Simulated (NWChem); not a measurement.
Species: BeClF; SMILES [F][Be][Cl]

Task: Give the equilibrium geometry at B3LYP/6-31G* (spherical d) (NWChem) as an XYZ file, with the point group.

Result: point group C*v; any orientation.
```
3

Be     0.0000     0.0000     0.5998
F      0.0000     0.0000     1.9747
Cl     0.0000     0.0000    -1.2084
```
